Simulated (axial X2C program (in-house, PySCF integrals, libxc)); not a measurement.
**Worked dissociation energy of SiI⁻: MP2, without spin–orbit coupling**

All values were computed with an in-house relativistic program for diatomic molecules. Spin-free means the one-electron spin-free X2C Hamiltonian. Basis: I dyall-acv3z [12s13p9d5f1g], Si dyall-av3z [9s8p3d2f] (cores contracted in-house); Gaussian nuclei, density fitting, unrestricted open shells. Masses: I 126.904 u, Si 27.977 u.

Molecular state: M_S = 1, Λ = 0 (beyond evenly filled blocks: π+α, π-α).

Correlated methods: 12 electrons correlated (number of frozen shells: I 4 s, 3 p, 2 d; Si 2 s, 1 p), 280 virtual spin orbitals or spinors in MP2.

| Item | Value |
| --- | --- |
| E(I-) (2M_S = 0, M_L = 0) | -7112.995159 hartree |
| E(Si) (2M_S = 2, M_L = 0) | -289.520455 hartree |
| E(SiI⁻) at Re | -7402.570507 hartree |
| ωe | 240.5 cm⁻¹ |
| ωexe | 1.24 cm⁻¹ |

(1) Work out De and D0.

The state is one determinant whose occupation by symmetry is held fixed; it was picked as the lowest of a PBE0 search that is not exhaustive. Dissociation energies refer to the lowest single-determinant-based atoms at the same level and basis. PBE0 can misorder states that lie within some tenths of an eV, so this need not be the ground state of the molecule. The nearest other spin-free determinant of the search, M_S = 0, Λ = 2, lies 0.75 eV up at the distance of the search.

Each atomic determinant is the lowest at this level and need not be a pure term. Totals compare only within one Hamiltonian and basis.

Answers

(1) De = -7112.995159 + (-289.520455) − (-7402.570507) = 0.05489 hartree = 1.494 eV. The zero-point energy is ωe/2 − ωexe/4 = 120 cm⁻¹ = 0.015 eV, so D0 = 1.479 eV.
